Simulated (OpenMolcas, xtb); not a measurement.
**How methods differ on CH4AlIn (SMILES [CH2]1[AlH][InH]1)**

The species is CH4AlIn (7 atoms), meant as a singlet with charge 0. SMILES: `[CH2]1[AlH][InH]1`. The shape is that of a PBE0-D4/def2-TZVP optimisation.

Each level gives the HOMO–LUMO gap (eV). The values are calculated.

| level | kind | program | value (eV) | CPU time |
| --- | --- | --- | --- | --- |
| GFN0-xTB | semi-empirical | xtb | 2.33 | under 2 s |
| HF/def2-SVPD (core potential) | Hartree–Fock | OpenMolcas | 7.81 | 16 s |
| SVWN5/def2-SVPD (core potential) | LDA | OpenMolcas | 1.96 | 32 s |
| revPBE/def2-SVPD (core potential) | GGA | OpenMolcas | 2.06 | 41 s |
| r2SCAN/def2-SVPD (core potential) | meta-GGA | OpenMolcas | 2.33 | 50 s |
| PBE0/def2-SVPD (core potential) | global hybrid | OpenMolcas | 3.54 | 36 s |
| B2PLYP/def2-SVPD (core potential) | double hybrid | OpenMolcas | 5.11 | 31 s |

The values span 1.96 to 7.81 eV. Orbital gaps aren't excitation energies, and those of double hybrids come from the SCF part alone; they tend to grow with the share of exact exchange. CPU times are rough (shared hosts, several kinds of processor): they show what a rung costs within a factor of a few.
